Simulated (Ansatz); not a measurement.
C2H7FSeSi, SMILES `C[Si](C)(F)[SeH]`, 12 atoms. Charge 0, multiplicity 1. Correlated methods include outer-core shells of Se, which these sets cover unevenly. Scalar relativity is left out up to krypton. Hardware: A = 2 threads of an AMD EPYC 7R13 on a shared host and a share of an NVIDIA H100 80 GB; B = 2 threads of an AMD EPYC 7R13 on a shared host. Correlated methods freeze the cores. Open-shell runs search over several starts.

How many basis functions does each run have, and how long does it take in Ansatz? UHF-CCSD(T)/def2-TZVPP energy of the cation [A]; UKS B3LYP-D4/def2-TZVPP energy of the cation [A]; UKS ωB97X-V/def2-TZVPP energy of the cation [A]; RKS LC-ωPBE/def2-TZVPP energy [A]; RKS CAM-B3LYP-D4/def2-TZVPP energy [A]; direct RPA on PBE orbitals/def2-TZVPP energy [A]; RKS PBE0-D4/def2-TZVP relaxation (6 steps) [A]; RKS ωB97M-V/def2-SVP energy [B]; UHF-MP2/def2-QZVPP energy of the cation [A]; RKS PBE0-D4/def2-TZVPP energy [A]; UKS B2PLYP (frozen core)/def2-TZVPP energy of the cation [A]; RKS PBE0-D4/def2-QZVPP energy [A]. (An estimate is asked.)

The calculation gave: Other jobs shared the machine, so times are rough.

```
                                level                       job  functions  wall time  peak host memory (GiB)
               RKS PBE0-D4/def2-TZVPP                energy [A]        281      3.3 s                    0.84
               RKS LC-ωPBE/def2-TZVPP                energy [A]        281      3.7 s                    0.85
          RKS CAM-B3LYP-D4/def2-TZVPP                energy [A]        281      4.3 s                    0.84
  UKS B2PLYP (frozen core)/def2-TZVPP  energy of the cation [A]        281      4.4 s                     1.3
              UKS B3LYP-D4/def2-TZVPP  energy of the cation [A]        281      5.5 s                    0.89
direct RPA on PBE orbitals/def2-TZVPP                energy [A]        281        6 s                     1.3
               RKS PBE0-D4/def2-QZVPP                energy [A]        540        6 s                     1.1
               UKS ωB97X-V/def2-TZVPP  energy of the cation [A]        281        6 s                       1
                   UHF-MP2/def2-QZVPP  energy of the cation [A]        540        8 s                     1.2
                 RKS ωB97M-V/def2-SVP                energy [B]        127      8.5 s                    0.47
                RKS PBE0-D4/def2-TZVP  relaxation (6 steps) [A]        220        9 s                     0.9
               UHF-CCSD(T)/def2-TZVPP  energy of the cation [A]        281       20 s                     0.9
```

B3LYP here is the variant with VWN-RPA as its local correlation; programs differ in this. LC-ωPBE has ω = 0.4 bohr⁻¹.
